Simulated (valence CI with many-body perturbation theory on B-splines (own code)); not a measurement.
Nb XXXVII: electric-dipole lines

Level of theory: configuration interaction combined with many-body perturbation theory (CI+MBPT): three valence electrons over a frozen Dirac-Fock core [He], radial functions for each j: 11 s, 11 p, 10 d, 8 f, 5 g, 2 h, with the one-electron correlation potential Σ1 (screened to all orders), the two-electron term Σ2, the three-electron term Σ3, Breit, model QED; selected single and double excitations, second order for the rest, scaled by the run's own slope (own B-spline code, finite nucleus).

The last digits are not significant, and no measured levels were compared; by estimate large intervals hold to a few tenths of a per cent, small ones and those within an open d or f shell to about a per cent.

Lines 51 to 100 of 593 in falling wavelength, among levels below 4084.6 eV, chosen from the strongest by gf and those to the six lowest levels. Wavelengths and rates use the calculated energies. Electric multipoles are in the length gauge, E1 and E2 with the static RPA response of the core. Weak lines are less certain than strong ones. Lines between different terms over intervals too small for the method are left out, as are lines whose strength nearly cancels. Where a level lies close to another of its J and parity, the split of strength between their lines is uncertain. The highest levels of a list are the least certain.

Levels are named by their leading jj configuration (3d3/2^4 stands for four electrons in 3d with j = 3/2), which in mixed levels can hold well under half, so a name can repeat and another be missing. Letters in brackets count levels of one name in rising energy.

```csv
λ vac (Å),Upper,Lower,A (s⁻¹),log gf,Branch %
418.1,(2s 2p3/2 4p3/2) J=1/2 [a],(2s 2p3/2 4s) J=3/2 [a],3.39e+09,-0.75,0.0
411.3,(2s 2p3/2 4p3/2) J=3/2 [b],(2s 2p3/2 4s) J=1/2,1.55e+09,-0.80,0.0
403.6,(2s 2p1/2 4p3/2) J=3/2 [b],(2s 2p1/2 4s) J=3/2,1.42e+09,-0.86,0.0
398.8,(2s 2p3/2 4p3/2) J=1/2 [b],(2s 2p3/2 4s) J=1/2,2.71e+09,-0.89,0.0
390.4,(2s 2p3/2 4d5/2) J=7/2 [a],(2s 2p3/2 4p1/2) J=5/2,6.78e+08,-0.91,0.0
383.9,(2s 2p3/2 4p3/2) J=5/2 [a],(2s 2p3/2 4s) J=5/2,1.90e+09,-0.60,0.0
337.5,(2p3/2^2 3d5/2) J=7/2,(2p3/2^2 3p3/2) J=5/2,1.14e+09,-0.81,0.0
337.1,(2s 2p3/2 3d5/2) J=9/2,(2s 2p3/2 3p3/2) J=7/2,1.44e+09,-0.61,62.9
336.7,(2p1/2 2p3/2 3d5/2) J=7/2 [a],(2p1/2 2p3/2 3p3/2) J=5/2 [a],1.29e+09,-0.76,0.0
335.8,(2p1/2 2p3/2 3d5/2) J=9/2,(2p1/2 2p3/2 3p3/2) J=7/2,1.72e+09,-0.54,0.7
329.3,(2p3/2^2 3d5/2) J=9/2,(2p3/2^2 3p3/2) J=7/2,1.73e+09,-0.55,0.6
323.2,(2s 2p1/2 3d5/2) J=7/2,(2s 2p1/2 3p3/2) J=5/2,1.64e+09,-0.69,0.0
315.6,(2p3/2^2 3d5/2) J=5/2 [b],(2p3/2^2 3p3/2) J=3/2 [b],1.92e+09,-0.76,0.0
313.4,(2p1/2 2p3/2 3d5/2) J=7/2 [b],(2p1/2 2p3/2 3p3/2) J=5/2 [b],1.78e+09,-0.68,0.0
301.6,(2s 2p3/2 3d5/2) J=7/2 [b],(2s 2p3/2 3p3/2) J=5/2 [b],1.79e+09,-0.71,0.0
298.4,(2p1/2^2 3d5/2) J=5/2,(2p1/2^2 3p3/2) J=3/2,1.81e+09,-0.84,0.0
282.2,(2s 2p1/2 3d5/2) J=5/2 [a],(2s 2p1/2 3p3/2) J=3/2 [a],1.56e+09,-0.95,0.0
280.8,(2s^2 3d5/2) J=5/2,(2s^2 3p3/2) J=3/2,2.15e+09,-0.82,0.0
272.0,(2s 2p1/2 3d5/2) J=5/2 [b],(2s 2p1/2 3p3/2) J=3/2 [b],2.40e+09,-0.80,0.0
268.7,(2p1/2 2p3/2 3d5/2) J=5/2 [b],(2p1/2 2p3/2 3p3/2) J=3/2 [b],1.99e+09,-0.89,0.0
267.3,(2s 2p3/2 3d5/2) J=7/2 [a],(2s 2p3/2 3p3/2) J=5/2 [a],2.18e+09,-0.73,0.0
267.3,(2s 2p3/2 3d5/2) J=5/2 [a],(2s 2p3/2 3p3/2) J=3/2 [a],1.72e+09,-0.96,0.0
256.8,(2s 2p3/2 3p1/2) J=5/2,(2s 2p3/2 3s) J=5/2,1.90e+09,-0.95,0.0
226.8,(2p3/2^2 3p3/2) J=5/2,(2p3/2^2 3s) J=3/2,2.98e+09,-0.86,0.0
225.1,(2p1/2 2p3/2 3p3/2) J=7/2,(2p1/2^2 3d5/2) J=5/2,2.54e+09,-0.81,0.0
222.0,(2s 2p3/2 3p3/2) J=3/2 [a],(2s 2p3/2 3s) J=3/2 [a],3.77e+09,-0.95,0.0
213.9,(2s 2p3/2 3d3/2) J=7/2,(2s 2p3/2 3p1/2) J=5/2,3.27e+09,-0.75,0.0
211.4,(2p1/2 2p3/2 3d3/2) J=5/2 [a],(2p1/2 2p3/2 3p1/2) J=3/2 [a],4.57e+09,-0.74,0.0
210.1,(2p1/2 2p3/2 3d3/2) J=7/2,(2p1/2 2p3/2 3p1/2) J=5/2,4.11e+09,-0.66,1.2
207.9,(2p3/2^2 3d3/2) J=3/2 [a],(2p3/2^2 3p1/2) J=3/2,4.21e+09,-0.96,0.0
206.8,(2s 2p1/2 3d3/2) J=5/2,(2s 2p1/2 3p1/2) J=3/2,3.91e+09,-0.82,0.0
205.2,(2s 2p3/2 3d3/2) J=5/2 [b],(2s 2p3/2 3p1/2) J=3/2 [b],3.57e+09,-0.87,0.0
204.7,(2p3/2^2 3d3/2) J=7/2,(2p3/2^2 3p1/2) J=5/2,5.81e+09,-0.53,0.0
203.4,(2p1/2 2p3/2 3p3/2) J=5/2 [a],(2p1/2 2p3/2 3s) J=3/2 [a],3.41e+09,-0.90,0.0
200.9,(2p3/2^2 3p3/2) J=7/2,(2p1/2 2p3/2 3d3/2) J=5/2 [b],2.56e+09,-0.91,0.0
200.1,(2s 2p1/2 3d3/2) J=3/2 [a],(2s 2p1/2 3p1/2) J=1/2 [a],5.32e+09,-0.89,0.0
200.0,(2s 2p1/2 3p3/2) J=3/2 [b],(2s 2p1/2 3s) J=1/2 [b],4.88e+09,-0.93,0.0
199.2,(2p3/2^2 3d3/2) J=3/2 [b],(2p3/2^2 3p1/2) J=1/2,6.41e+09,-0.82,0.0
199.1,(2p1/2 2p3/2 3p3/2) J=7/2,(2p1/2 2p3/2 3s) J=5/2,7.18e+09,-0.47,0.0
197.6,(2s 2p3/2 3p3/2) J=5/2 [b],(2s 2p3/2 3s) J=3/2 [b],6.25e+09,-0.66,0.0
192.9,(2s^2 3d3/2) J=3/2,(2s^2 3p1/2) J=1/2,5.22e+09,-0.93,0.0
191.2,(2p3/2^2 3p3/2) J=7/2,(2p3/2^2 3s) J=5/2,5.37e+09,-0.63,0.0
189.3,(2p3/2^2 3p3/2) J=3/2 [b],(2p3/2^2 3s) J=1/2,1.06e+10,-0.64,0.0
188.2,(2p1/2^2 3p3/2) J=3/2,(2p1/2^2 3s) J=1/2,1.12e+10,-0.62,0.0
187.0,(2s 2p3/2 3p3/2) J=5/2 [a],(2s 2p3/2 3s) J=3/2 [a],5.43e+09,-0.77,0.0
183.0,(2p1/2 2p3/2 3p3/2) J=5/2 [b],(2p1/2 2p3/2 3s) J=3/2 [b],8.85e+09,-0.57,0.0
181.9,(2s 2p3/2 3p3/2) J=7/2,(2s 2p3/2 3s) J=5/2,8.57e+09,-0.47,9.4
179.5,(2s^2 3p3/2) J=3/2,(2s^2 3s) J=1/2,9.21e+09,-0.75,0.4
178.0,(2s 2p1/2 3p3/2) J=5/2,(2s 2p1/2 3s) J=3/2,1.28e+10,-0.44,0.7
172.5,(2s 2p1/2 3p3/2) J=3/2 [a],(2s 2p1/2 3s) J=1/2 [a],1.20e+10,-0.67,0.1
```
